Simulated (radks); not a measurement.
All-electron atom: Ag30+ in [Ne] 3s2 3p5.

All-electron calculation, Dirac Kohn-Sham, PBE, spin-unpolarised, spherical densities, point nucleus; open shells are shared between the two j in proportion to 2j + 1. Program: a radial shooting solver on a logarithmic mesh with Libxc functionals.

Energy parts (Ry):
| part | energy |
|---|---|
| total | -9327.93333 |
| kinetic | 9821.25679 |
| electron-nucleus | -20547.75350 |
| Hartree | 1596.93399 |
| exchange-correlation | -198.37061 |

Orbitals (lengths in bohr, moments of r in powers of bohr; r(max) is where P^2 peaks; r(90%) holds 90 % of the orbital's charge):
| orbital | occ. | eigenvalue (Ry) | r(90%) | <r^4> | r(max) |
|---|---|---|---|---|---|
| 1s1/2 | 2 | -1972.537 | 0.0558 | 4.450e-06 | 0.02015 |
| 2s1/2 | 2 | -382.9965 | 0.206 | 0.0007452 | 0.1136 |
| 2p1/2 | 2 | -364.6217 | 0.184 | 0.0004820 | 0.08782 |
| 2p3/2 | 4 | -351.5031 | 0.191 | 0.0005523 | 0.09200 |
| 3s1/2 | 2 | -141.0091 | 0.482 | 0.02304 | 0.3120 |
| 3p1/2 | 1.66667 | -134.3275 | 0.472 | 0.02074 | 0.2957 |
| 3p3/2 | 3.33333 | -131.2741 | 0.482 | 0.02266 | 0.3035 |

The highest occupied level is 3p3/2 at -1786.1 eV. The density falls to 0.001 e/bohr^3 at r = 0.93 bohr. For comparison, the ionisation energy in NIST's Atomic Spectra Database is 1811 eV (semi-empirical). In exact Kohn-Sham theory the highest level is minus the ionisation energy, but local and semilocal functionals leave it too shallow, through self-interaction and a potential that decays too fast; potentials with the right tail come closer.

Beside tabulated values, note that spin-unpolarised runs miss the spin-polarisation part of the exchange energy of open shells.
